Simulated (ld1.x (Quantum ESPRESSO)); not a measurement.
# Scattering properties, ultrasoft potential for copper (Cu)

ld1.x (Quantum ESPRESSO) 7.5 input, shortened:

```
&input
   title='Cu', zed=29., rel=2, dft='PZ', iswitch=3,
   config='[Ar] 3d10 4s0 4p1', rel_dist='average'
 /
 &inputp
   pseudotype=3, tm=.true., lloc=-2, rcloc=1.10,
   nlcc=.true., rcore=1.20,
   which_augfun='PSQ', rmatch_augfun=0.85
 /
6
3S  1  0   2.00   0.00  1.05  1.35  0.0
4S  2  0   0.00   0.00  1.05  1.35  0.0
3P  2  1   6.00   0.00  1.10  1.20  0.0
4P  3  1   1.00   0.00  1.10  1.20  0.0
3D  3  2  10.00   0.00  1.15  1.60  0.0
3D  3  2   0.00   3.75  1.15  1.60  0.0
 &test
   configts(1)='3s2 3p6 3d10 4s0 4p1'
 /
```

Open shells are filled in proportion to 2j + 1 (rel_dist='average').

The phase is arctan(r·u′/u) with u = r·R(r), unwrapped; energies in Ry, scanned from -11 to 5 Ry. A pole is an energy at which the radial function vanishes at the test radius. The pseudo phase is shifted by a multiple of π to meet the all-electron one at the reference energy, and phase errors are pseudo minus all-electron; the curves can meet again beyond the range given. Levels narrower than the energy grid can be missing from the lists of poles.

For each channel, where are the poles, and over which energies does the pseudopotential scatter like the atom?

| channel | radius (bohr) | reference energy (Ry) | poles, all-electron | poles, pseudo | unbroken range about the reference energy with phases within 0.05 rad | phase error 1 Ry above the reference energy (rad) |
| --- | --- | --- | --- | --- | --- | --- |
| s | 1.76 | -0.46 | -8.45 | -8.45 | the whole range | -0.000 |
| p1/2 | 1.76 | -0.14 | -5.42 | -5.42 | the whole range | -0.000 |
| p3/2 | 1.76 | -0.14 | -5.21 | -5.21 | the whole range | -0.000 |
| d3/2 | 1.76 | -0.56 | -0.02 | -0.01 | the whole range | +0.007 |
| d5/2 | 1.76 | -0.54 | 0.01 | 0.02 | the whole range | +0.007 |

Phases in the p3/2 channel:

| E (Ry) | all-electron | pseudo |
| --- | --- | --- |
| -11.00 | 1.387 | 1.387 |
| -10.76 | 1.384 | 1.384 |
| -10.52 | 1.382 | 1.382 |
| -10.28 | 1.379 | 1.379 |
| -10.04 | 1.376 | 1.376 |
| -9.80 | 1.373 | 1.373 |
| -9.56 | 1.370 | 1.370 |
| -9.32 | 1.366 | 1.366 |
| -9.08 | 1.362 | 1.362 |
| -8.84 | 1.358 | 1.358 |
| -8.60 | 1.354 | 1.354 |
| -8.36 | 1.349 | 1.349 |
| -8.12 | 1.344 | 1.344 |
| -7.88 | 1.338 | 1.338 |
| -7.64 | 1.331 | 1.331 |
| -7.40 | 1.323 | 1.323 |
| -7.16 | 1.313 | 1.313 |
| -6.92 | 1.302 | 1.302 |
| -6.68 | 1.286 | 1.286 |
| -6.44 | 1.265 | 1.265 |
| -6.20 | 1.231 | 1.231 |
| -5.96 | 1.164 | 1.164 |
| -5.72 | 0.954 | 0.954 |
| -5.48 | -0.783 | -0.783 |
| -5.24 | -1.550 | -1.550 |
| -5.00 | -1.673 | -1.673 |
| -4.76 | -1.725 | -1.725 |
| -4.52 | -1.755 | -1.755 |
| -4.28 | -1.776 | -1.776 |
| -4.04 | -1.793 | -1.793 |
| -3.80 | -1.808 | -1.808 |
| -3.56 | -1.822 | -1.822 |
| -3.32 | -1.835 | -1.835 |
| -3.08 | -1.848 | -1.848 |
| -2.84 | -1.862 | -1.862 |
| -2.60 | -1.876 | -1.876 |
| -2.36 | -1.890 | -1.890 |
| -2.12 | -1.906 | -1.906 |
| -1.88 | -1.924 | -1.924 |
| -1.64 | -1.943 | -1.943 |
| -1.40 | -1.964 | -1.964 |
| -1.16 | -1.987 | -1.987 |
| -0.92 | -2.014 | -2.014 |
| -0.68 | -2.045 | -2.045 |
| -0.44 | -2.081 | -2.081 |
| -0.20 | -2.124 | -2.124 |
| 0.04 | -2.174 | -2.174 |
| 0.28 | -2.236 | -2.236 |
| 0.52 | -2.312 | -2.312 |
| 0.76 | -2.406 | -2.406 |
| 1.00 | -2.524 | -2.524 |
| 1.24 | -2.673 | -2.673 |
| 1.48 | -2.857 | -2.857 |
| 1.72 | -3.074 | -3.074 |
| 1.96 | -3.308 | -3.309 |
| 2.20 | -3.537 | -3.538 |
| 2.44 | -3.740 | -3.741 |
| 2.68 | -3.909 | -3.910 |
| 2.92 | -4.044 | -4.045 |
| 3.16 | -4.151 | -4.152 |
| 3.40 | -4.236 | -4.237 |
| 3.64 | -4.305 | -4.306 |
| 3.88 | -4.362 | -4.363 |
| 4.12 | -4.409 | -4.410 |
| 4.36 | -4.448 | -4.449 |
| 4.60 | -4.482 | -4.483 |
| 4.84 | -4.511 | -4.512 |
